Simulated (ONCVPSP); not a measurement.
## Building the ONCV potential for Cs (LDA (Perdew-Zunger), scalar-relativistic).

ONCVPSP 4.0.1 input, shortened (lines: element, Z, core and valence counts, functional; n l f; lmax; l rc ep ncon nbas qcut; lloc lpopt rc5 dvloc0; l nproj debl; icmod fcfact rcfact), LDA (Perdew-Zunger), scalar-relativistic:

```
  Cs 55.00    9    3        3      upf
    1    0    2.00
    2    0    2.00
    2    1    6.00
    3    0    2.00
    3    1    6.00
    3    2   10.00
    4    0    2.00
    4    1    6.00
    4    2   10.00
    5    0    2.00
    5    1    6.00
    6    0    1.00
    2
    0    2.65    0.00    3    8    3.50
    1    2.10    0.00    4    8    3.50
    2    2.75    0.22    4    9    3.20
    4    5    1.50   -1.00
    0    2    3.50
    1    2    1.60
    2    1    0.70
    0    0.00    0.00
```

In the d channel the program set the typed energies aside and used 0.050 Ha.

All-electron outer shells of the reference configuration (LDA (Perdew-Zunger), scalar-relativistic, ld1.x):

```
shell  level (eV)  outermost node (bohr)  outermost maximum (bohr)
   5s      -26.90                   0.82                      1.54
   5p      -13.61                   0.89                      1.76
   6s       -2.23                   2.10                      4.68
```

What the tests gave:

```json
{
 "Cutoffs needed": "17 Ha and 44 Ha (the cutoffs (Ha) at which the residual kinetic energy of the hardest occupied pseudo-wave falls to 1 and 0.1 mHa per electron)",
 "Ghost test": "ghosts flagged at negative energy: s at -33.8 eV; GHOST(+) flagged for p at 100.6 eV; a true bound ghost makes a file unfit for plane-wave use",
 "Largest excitation error": "-166 meV (all-electron minus pseudo) for 5s1 5p6 6s1, out of 4 test configurations"
}
```

Generation and tests took about 3.4 s on one core of a shared server CPU.
